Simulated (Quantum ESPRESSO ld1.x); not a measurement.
Values are calculated unless marked as measured or tabulated.
Q: The aim is neutral silver in [Kr] 4d10 5s1. This ld1.x (Quantum ESPRESSO 7.5) run was made with `OMP_NUM_THREADS=1 ld1.x < ld1.in > ld1.out`. Can the result be used? Name any fault.

```
 &input
    zed=47.0,
    iswitch=1,
    rel=1,
    dft='BLYP',
    config='[Cd] 4d10 5s1',
    prefix='ld1',
    max_out_wfc=37,
    file_charge='ld1.rho',
 /
```

Output (excerpt):

```
     Program LD1 v.7.5 starts

 %%%%%%%%%%%%%%%%%%%%%%%%%%%%%%%%%%%%%%%%%%%%%%%%%%%%%%%%%%%%%%%%%%%%%%%%%%%%%%
     Error in routine el_config (1):
     wrong core: Cd
 %%%%%%%%%%%%%%%%%%%%%%%%%%%%%%%%%%%%%%%%%%%%%%%%%%%%%%%%%%%%%%%%%%%%%%%%%%%%%%

     stopping ...
```

A: No (refused). The line at issue: config='[Cd] 4d10 5s1'. The program stops in el_config with "wrong core: Cd": the cores known are He, Ne, Ar, Kr, Xe, Hg and Rn. The sound input gives -5316.619 hartree.
